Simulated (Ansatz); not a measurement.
Born–Oppenheimer molecular dynamics of F$_{3}$HOZr (6 atoms, charge 0, multiplicity 1). It starts from a relaxed structure.

These are results of RKS PBE-D4/def2-SVP in Ansatz, not measurements.

- ensemble: NVE (velocity Verlet)
- time step: 0.5 fs
- steps asked: 300
- starting velocities drawn for: 200 K
- masses: H 2.014 u
- seed: 819734

Frames 1 fs apart, positions in Å, forces in eV/Å.

Velocities at 45 fs (Å/ps):

```
Zr 0.45 -0.71 0.64
O 0.53 0.59 -3.51
H -0.85 3.36 0.88
F -1.50 -0.64 0.27
F -1.91 1.39 -0.33
F 0.87 1.81 -0.16
```

```xyz
6
Properties=species:S:1:pos:R:3:forces:R:3 time_fs=45 energy_less_start_eV=0.074 T=57
Zr -0.080 -0.033 -0.043 0.27 -0.43 0.07
O -0.328 0.020 1.867 0.42 -0.20 -1.64
H -0.621 0.022 2.762 -0.42 -0.01 1.38
F 1.804 -0.087 -0.452 -0.26 0.15 0.08
F -0.975 1.515 -0.689 -0.03 0.33 -0.22
F -0.838 -1.521 -1.009 0.02 0.16 0.33
6
Properties=species:S:1:pos:R:3:forces:R:3 time_fs=46 energy_less_start_eV=0.062 T=80
Zr -0.079 -0.033 -0.042 0.21 -0.32 -0.05
O -0.328 0.021 1.863 0.25 -0.20 -1.05
H -0.623 0.025 2.765 -0.26 -0.01 0.91
F 1.803 -0.087 -0.452 -0.21 0.15 0.07
F -0.977 1.516 -0.690 0.00 0.26 -0.19
F -0.837 -1.519 -1.009 0.00 0.12 0.31
6
Properties=species:S:1:pos:R:3:forces:R:3 time_fs=47 energy_less_start_eV=0.053 T=97
Zr -0.079 -0.034 -0.041 0.16 -0.20 -0.19
O -0.327 0.021 1.858 0.01 -0.20 -0.20
H -0.626 0.029 2.774 -0.03 -0.01 0.20
F 1.801 -0.088 -0.452 -0.15 0.15 0.06
F -0.979 1.518 -0.690 0.04 0.20 -0.16
F -0.836 -1.517 -1.009 -0.02 0.07 0.28
6
Properties=species:S:1:pos:R:3:forces:R:3 time_fs=48 energy_less_start_eV=0.056 T=93
Zr -0.078 -0.035 -0.041 0.10 -0.09 -0.32
O -0.326 0.022 1.854 -0.24 -0.19 0.64
H -0.629 0.032 2.783 0.20 -0.02 -0.50
F 1.799 -0.088 -0.451 -0.09 0.14 0.05
F -0.981 1.520 -0.691 0.08 0.14 -0.13
F -0.836 -1.515 -1.008 -0.04 0.02 0.26
6
Properties=species:S:1:pos:R:3:forces:R:3 time_fs=49 energy_less_start_eV=0.066 T=73
Zr -0.078 -0.036 -0.040 0.04 0.03 -0.45
O -0.325 0.022 1.849 -0.42 -0.18 1.29
H -0.631 0.035 2.790 0.36 -0.03 -1.01
F 1.797 -0.089 -0.451 -0.03 0.14 0.04
F -0.982 1.521 -0.692 0.12 0.07 -0.10
F -0.835 -1.513 -1.008 -0.07 -0.03 0.23
6
Properties=species:S:1:pos:R:3:forces:R:3 time_fs=50 energy_less_start_eV=0.075 T=56
Zr -0.077 -0.036 -0.040 -0.03 0.15 -0.56
O -0.325 0.022 1.846 -0.51 -0.18 1.64
H -0.631 0.038 2.792 0.44 -0.04 -1.24
F 1.796 -0.089 -0.451 0.03 0.14 0.03
F -0.984 1.523 -0.692 0.15 0.01 -0.07
F -0.834 -1.511 -1.008 -0.09 -0.08 0.21
6
Properties=species:S:1:pos:R:3:forces:R:3 time_fs=51 energy_less_start_eV=0.075 T=56
Zr -0.077 -0.037 -0.039 -0.09 0.27 -0.65
O -0.325 0.022 1.843 -0.50 -0.18 1.67
H -0.630 0.041 2.788 0.42 -0.04 -1.18
F 1.794 -0.089 -0.450 0.09 0.13 0.02
F -0.986 1.525 -0.693 0.19 -0.06 -0.05
F -0.833 -1.509 -1.007 -0.11 -0.13 0.18
6
Properties=species:S:1:pos:R:3:forces:R:3 time_fs=52 energy_less_start_eV=0.068 T=68
Zr -0.076 -0.038 -0.039 -0.16 0.39 -0.70
O -0.325 0.022 1.841 -0.39 -0.18 1.38
H -0.626 0.044 2.779 0.30 -0.04 -0.82
F 1.792 -0.089 -0.450 0.15 0.13 0.01
F -0.988 1.527 -0.694 0.23 -0.12 -0.02
F -0.832 -1.508 -1.006 -0.14 -0.18 0.15
6
Properties=species:S:1:pos:R:3:forces:R:3 time_fs=53 energy_less_start_eV=0.063 T=78
Zr -0.076 -0.039 -0.038 -0.22 0.50 -0.73
O -0.325 0.021 1.841 -0.20 -0.19 0.81
H -0.622 0.046 2.766 0.11 -0.02 -0.21
F 1.790 -0.089 -0.449 0.20 0.13 0.00
F -0.989 1.528 -0.694 0.27 -0.18 0.01
F -0.832 -1.506 -1.006 -0.16 -0.23 0.13
6
Properties=species:S:1:pos:R:3:forces:R:3 time_fs=54 energy_less_start_eV=0.068 T=69
Zr -0.075 -0.039 -0.038 -0.29 0.60 -0.75
O -0.326 0.021 1.840 0.03 -0.22 0.08
H -0.616 0.049 2.752 -0.13 0.00 0.54
F 1.789 -0.089 -0.449 0.25 0.12 -0.01
F -0.990 1.530 -0.695 0.30 -0.24 0.03
F -0.831 -1.504 -1.005 -0.17 -0.27 0.10
6
Properties=species:S:1:pos:R:3:forces:R:3 time_fs=55 energy_less_start_eV=0.081 T=44
Zr -0.075 -0.040 -0.038 -0.34 0.70 -0.76
O -0.326 0.021 1.840 0.24 -0.24 -0.59
H -0.611 0.051 2.740 -0.34 0.02 1.23
F 1.787 -0.089 -0.448 0.30 0.12 -0.02
F -0.992 1.532 -0.696 0.33 -0.29 0.06
F -0.831 -1.503 -1.004 -0.19 -0.31 0.08
6
Properties=species:S:1:pos:R:3:forces:R:3 time_fs=56 energy_less_start_eV=0.092 T=22
Zr -0.074 -0.040 -0.038 -0.40 0.79 -0.77
O -0.327 0.020 1.840 0.35 -0.26 -0.91
H -0.608 0.054 2.734 -0.45 0.04 1.58
F 1.786 -0.089 -0.448 0.35 0.12 -0.03
F -0.993 1.533 -0.697 0.36 -0.34 0.07
F -0.830 -1.501 -1.003 -0.21 -0.35 0.06
```

Of the whole run (150 fs, mean temperature of the second half 117 K): The conserved energy stayed within 0.069 meV per atom of its start (net change 0.056 meV per atom), so the integration is sound. A run of 0.15 ps of so small a system gives no equilibrium averages.

The run took 16 min on 1 thread of Arm Neoverse V1 (shared host), peak memory 0.12 GiB.
